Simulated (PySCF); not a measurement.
F5OSi2, SMILES F[Si](F)(F)O[Si](F)F, multiplicity 2.

Geometry: PBE0-D3(BJ)/def2-SVP. The isomer is the one that the SMILES or the coordinates give; other isomers of the formula were not compared. Other conformers were not sampled.

Two levels are set side by side: PBE/def2-TZVP (PySCF) and ωB97X/def2-TZVP (PySCF). Same geometry, gas phase. Differences are taken from unrounded values.

```csv
quantity,ωB97X
α-spin orbital gap (eV),12.49
β-spin orbital gap (eV),11.59
dipole moment (D),1.22
mean polarisability (bohr³),44.8
```

**Question.** What does PBE give, and how far is it from ωB97X? (The exact figures need the calculation; the answer reports its results.)

**Answer.** 
| quantity | PBE | PBE minus ωB97X |
|---|---|---|
| α-spin orbital gap (eV) | 5.71 | -6.78 |
| β-spin orbital gap (eV) | 5.10 | -6.50 |
| dipole moment (D) | 1.08 | -0.14 |
| mean polarisability (bohr³) | 48.3 | 3.5 |

Loosely held outer electrons make PBE densities more polarisable. Differences between two approximate levels are no errors against the true value.

Rough cost on one machine, each run with all the roots and properties that it gave: ωB97X against PBE within a factor of 2.
